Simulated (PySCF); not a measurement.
Two species compared at the same levels of theory.

First species: C7H10FO2 (charge +1).
Cartesian coordinates in Å at the PBE0-D3(BJ)/def2-SVP level; atoms count from 1:
```
atom  x, y, z in Å
C1     2.735   -0.458   -0.228
C2     1.587   -0.535    0.449
C3     0.403    0.284    0.100
C4    -0.284    1.014    1.268
O5    -1.654    0.519    1.233
C6    -1.754   -0.367    0.326
C7    -3.039   -1.102    0.087
C8    -3.543   -0.888   -1.328
F9    -3.936   -0.683    1.005
O10   -0.717   -0.603   -0.365
H11    3.602   -1.053    0.068
H12    2.856    0.203   -1.092
H13    1.489   -1.197    1.316
H14    0.601    0.940   -0.758
H15   -0.326    2.103    1.155
H16    0.124    0.751    2.253
H17   -2.805   -2.172    0.258
H18   -3.764    0.174   -1.501
H19   -2.808   -1.241   -2.064
H20   -4.470   -1.463   -1.450
```

Second species: C3H5BrGe.
SMILES with atom numbers: `[CH3:1][C:2]#[C:3][GeH2:4][Br:5]` (hydrogens: H6, H7, H8 on C1; H9, H10 on Ge4)

Levels: B3LYP/def2-SVPD for HOMO energy, LUMO energy, HOMO–LUMO gap, static isotropic polarisability and electronic spatial extent ⟨r²⟩ about the centre of nuclear charge; TDDFT B3LYP/def2-SVPD for lowest singlet excitation; PBE0-D3(BJ)/def2-SVP for rotational constant A and rotational constant C. Geometries: PBE0-D3(BJ)/def2-SVP. Each structure is a single optimised conformer of the isolated species, non-relativistic unless stated; the electronic structure was computed with PySCF and density fitting.

The conformers computed, where there is a choice (atom-mapped SMILES and torsion angles):
- `[CH2:1]=[CH:2][C@@H:3]1[CH2:4][O:5][C+:6]([C@H:7]([CH3:8])[F:9])[O:10]1`: C1–C2–C3–C4 -132°, O5–C6–C7–C8 120°

(1) Which of the two has the higher ⟨r²⟩, and by how much?

(2) Which of the two has the higher LUMO energy, and by how much?

(3) Which of the two has the higher rotational constant C, and by how much?

(4) Which of the two has the higher rotational constant A, and by how much?

(5) Which of the two has the higher S1 energy, and by how much?

(6) Which of the two has the higher HOMO energy, and by how much?

(7) Which of the two has the higher static isotropic polarisability, and by how much?

(8) Which of the two has the higher HOMO–LUMO gap, and by how much?

Results:

(1) The first: 1746 bohr² against 1486 bohr², a difference of 260 bohr².

(2) The second: -1.19 eV against -6.71 eV, a difference of 5.52 eV.

(3) The second: 0.698 GHz against 0.641 GHz, a difference of 0.057 GHz.

(4) The second: 3.588 GHz against 3.154 GHz, a difference of 0.434 GHz.

(5) The second: 5.33 eV against 4.73 eV, a difference of 0.60 eV.

(6) The second: -7.68 eV against -12.21 eV, a difference of 4.53 eV.

(7) The second: 91.1 au against 87.3 au, a difference of 3.8 au.

(8) The second: 6.49 eV against 5.50 eV, a difference of 0.99 eV.

On the first: No computed singlet falls in the visible range (750 to 380 nm, 1.65 to 3.26 eV); S1 lies 1.47 eV above its blue end. S1 lies 0.77 eV below the HOMO–LUMO gap; its leading configuration is HOMO→LUMO, weight 0.99.

On the second: S1 lies 1.16 eV below the HOMO–LUMO gap. The principal polarisabilities are 68.4, 82.3 and 122.6 au; their mean is the isotropic value. The calculation is non-relativistic and has no spin–orbit coupling, an omission that weighs most on bromine and germanium.
